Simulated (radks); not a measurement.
Task: The mean radii <r> (bohr) of the occupied orbitals of an atom or ion are listed with their occupations. Calculated with a radial shooting solver on a logarithmic mesh with Libxc functionals: scalar-relativistic Kohn-Sham, PBE, spin-polarised, spherical densities, point nucleus.

orbital  occ.      <r>
1s          2  0.05213
2s          2   0.2352
2p          6   0.2064
3s          2   0.7127
3p          6   0.7505
3d         10    1.015

Name the element and its charge. Open shells, if any, are filled with parallel spins first.

Result: Z = 29, copper, charge +1: Cu+ in [Ar] 3d10. The 1s radius gives Z: for a bare nucleus <r> = (2 gamma + 1)/(2Z) with gamma = sqrt(1 - (Z/c)^2), 0.05094 bohr for Z = 29, and screening makes it slightly larger (0.05213 here). The occupations add up to 28, and the charge is Z minus that.
